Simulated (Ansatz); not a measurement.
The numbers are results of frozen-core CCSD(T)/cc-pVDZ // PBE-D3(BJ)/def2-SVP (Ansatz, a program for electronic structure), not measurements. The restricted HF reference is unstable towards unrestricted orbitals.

Ansatz 0.2 input:
```yaml
crystal:
  periodic: [false, false, false]
  atoms:
    - { symbol: N, position_ang: [4.571743, 2.538366, -0.196771] }
    - { symbol: C, position_ang: [3.595315, 1.883767, -0.167685] }
    - { symbol: C, position_ang: [2.415, 1.099619, -0.1317] }
    - { symbol: C, position_ang: [2.310477, -0.273416, -0.278686] }
    - { symbol: C, position_ang: [0.959189, -0.739278, -0.187762] }
    - { symbol: C, position_ang: [0.461303, -2.061827, -0.286924] }
    - { symbol: C, position_ang: [-0.908552, -2.2867, -0.166269] }
    - { symbol: C, position_ang: [-1.802615, -1.212122, 0.053277] }
    - { symbol: C, position_ang: [-1.360974, 0.119723, 0.159518] }
    - { symbol: Si, position_ang: [-2.577463, 1.535441, 0.452642] }
    - { symbol: C, position_ang: [0.033419, 0.329207, 0.034476] }
    - { symbol: S, position_ang: [0.8513, 1.875146, 0.125259] }
    - { symbol: H, position_ang: [3.181691, -0.920036, -0.446445] }
    - { symbol: H, position_ang: [1.158291, -2.896013, -0.457654] }
    - { symbol: H, position_ang: [-1.304078, -3.310429, -0.24193] }
    - { symbol: H, position_ang: [-2.878941, -1.427618, 0.143734] }
    - { symbol: H, position_ang: [-3.962485, 0.961167, 0.539148] }
    - { symbol: H, position_ang: [-2.239485, 2.256617, 1.729492] }
    - { symbol: H, position_ang: [-2.503131, 2.528385, -0.675722] }
basis:
  gaussian: { orbitals: cc-pVDZ }
correlation:
  method: ccsd_t
```

Output:

```
Functional definition: HF
2006 factors; integrals over basis functions are off by at most 1.1e-3 eV
mean field evaluation 1: about -29539.2079 eV, gradient 4.5e1 eV
mean field evaluation 2: about -29539.7519 eV, gradient 4.5e1 eV
mean field evaluation 4: about -29546.1607 eV, gradient 8.8e0 eV
mean field evaluation 8: about -29546.4310 eV, gradient 6.7e-1 eV
mean field evaluation 16: about -29546.4346 eV, gradient 1.7e-6 eV
mean field -29546.43456867 eV, -1085.8114431061 hartree, gradient 1.7e-6 eV, S^2 0.000000; 0 other end points of the search recorded, 0 dependent functions left out; unrestricted orbitals would lower it
20 core orbitals not correlated
reference -29546.43456867 eV, -1085.8114431061 hartree; 29, 29 occupied and 162, 162 virtual orbitals, 2006 factors
second order -42.31703293 eV of doubles, -0.00000000 eV of singles
cycle   1  -41.95869426 eV  change    3.6e-1 eV  update   1.9e-1
cycle   2  -43.40195759 eV  change    -1.4e0 eV  update   6.2e-2
cycle   3  -43.73981355 eV  change   -3.4e-1 eV  update   2.9e-2
cycle   4  -43.74208535 eV  change   -2.3e-3 eV  update   9.1e-3
cycle   5  -43.74651440 eV  change   -4.4e-3 eV  update   5.1e-3
cycle   6  -43.74920574 eV  change   -2.7e-3 eV  update   1.6e-3
cycle   7  -43.74821795 eV  change    9.9e-4 eV  update   8.9e-4
cycle   8  -43.74796996 eV  change    2.5e-4 eV  update   3.7e-4
cycle   9  -43.74802752 eV  change   -5.8e-5 eV  update   1.7e-4
cycle  10  -43.74797142 eV  change    5.6e-5 eV  update   6.5e-5
cycle  11  -43.74789480 eV  change    7.7e-5 eV  update   2.6e-5
cycle  12  -43.74792046 eV  change   -2.6e-5 eV  update   1.5e-5
perturbative correction -2.13433424 eV, -0.0784353366 hartree
Total energy: -29592.31682337 eV, -1087.4975848661 hartree
```

Cost: roughly 14 core-minutes.
